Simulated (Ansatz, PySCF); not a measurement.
Spin states of F2OW (SMILES [O]=[W]([F])[F]), each relaxed with B3LYP-D3(BJ)/def2-TZVP.
State 1 (charge 0, multiplicity 1):
```xyz
4

W     -0.0674     0.0356    -0.0008
O      1.4739    -0.5131    -0.3861
F     -0.5910    -0.4141     1.7077
F     -0.8734     0.9586    -1.3769
```
State 2 (charge 0, multiplicity 3):
```xyz
4

W      0.050    -0.006    -0.030
O      1.603    -0.558    -0.417
F     -0.721    -0.339     1.666
F     -0.989     0.970    -1.275
```

Singlets are restricted, other states unrestricted; no spin–orbit coupling, no relativity up to Kr; see below for the cores. The largest T1 diagnostic is 0.029.

Correlated levels freeze the inner cores; with def2 sets outer-core shells near the valence are correlated too.

Programs: Ansatz (an electronic-structure program); PySCF for the dispersion terms. Values without a source in brackets are computed. In def2 rows elements past Kr take small-core potentials, without spin–orbit coupling.

Problem. One of these levels gives 0.037 eV for the energy of the multiplicity-3 state less that of the multiplicity-1 state. Which?
(A) BLYP-D4/def2-TZVPP
(B) B3LYP/def2-TZVPP
(C) PBE0/def2-TZVPP
(D) B2PLYP-D4/def2-TZVPP

Solution. C, PBE0/def2-TZVPP. The others give 0.352 (BLYP-D4/def2-TZVPP), 0.223 (B3LYP/def2-TZVPP), 0.284 (B2PLYP-D4/def2-TZVPP)

Doubts at one or more of the structures used: a restricted determinant that unrestricted orbitals would lower (B2PLYP-D4/def2-TZVPP).
